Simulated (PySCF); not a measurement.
Rb: script and output

File input.py (PySCF 2.14):

```python
from pyscf import gto, scf

mol = gto.M(
    atom='Rb 0 0 0',
    basis='sbkjc',
    ecp={'Rb': 'sbkjc'},
    charge=0,
    spin=1,
    verbose=4,
)
mf = scf.UHF(mol)
mf.kernel()
mf.mulliken_pop()
mf.dip_moment()
print('orbital energies (hartree):', [e[max(0, n-3):n+3].round(4) for e, n in zip(mf.mo_energy, mol.nelec)])
```

```bash
$ OMP_NUM_THREADS=1 python input.py
```

The log (some set-up lines and the per-cycle HOMO/LUMO lines with their warnings removed):

```
PySCF version 2.14.0

[INPUT] verbose = 4
[INPUT] num. atoms = 1
[INPUT] num. electrons = 1
[INPUT] charge = 0
[INPUT] spin (= nelec alpha-beta = 2S) = 1
[INPUT] symmetry False subgroup None
[INPUT] Mole.unit = angstrom
[INPUT] Symbol           X                Y                Z      unit          X                Y                Z       unit  Magmom
[INPUT]  1 Rb     0.000000000000   0.000000000000   0.000000000000 AA    0.000000000000   0.000000000000   0.000000000000 Bohr   0.0

nuclear repulsion = 0
number of shells = 4
number of NR pGTOs = 16
number of NR cGTOs = 8
basis = sbkjc
ecp = {'Rb': 'sbkjc'}

******** 1 electron system ********

converged SCF energy = -0.139983884252828  <S^2> = 0.75  2S+1 = 2
 ** Mulliken pop       alpha | beta **
pop of  0 Rb 5s        0.61227 | 0.00000
pop of  0 Rb 6s        0.38773 | 0.00000
pop of  0 Rb 5px       0.00000 | 0.00000
pop of  0 Rb 5py       0.00000 | 0.00000
pop of  0 Rb 5pz       0.00000 | 0.00000
pop of  0 Rb 6px       0.00000 | 0.00000
pop of  0 Rb 6py       0.00000 | 0.00000
pop of  0 Rb 6pz       0.00000 | 0.00000
In total             1.00000 | 0.00000
 ** Mulliken atomic charges   ( Nelec_alpha | Nelec_beta ) **
charge of  0Rb =      0.00000  (     1.00000      0.00000 )
Dipole moment(X, Y, Z, Debye):  0.00000,  0.00000,  0.00000
orbital energies (hartree): [array([-0.14  , -0.0895, -0.0895, -0.0895]), array([-0.14  , -0.0895, -0.0895])]
```

In short: E(SCF) = -0.139984 Eh, ⟨S²⟩ = 0.750.

It ran on Arm Neoverse V2 (1 thread, shared host) in 0.47 s.

No search for the lowest solution was made.
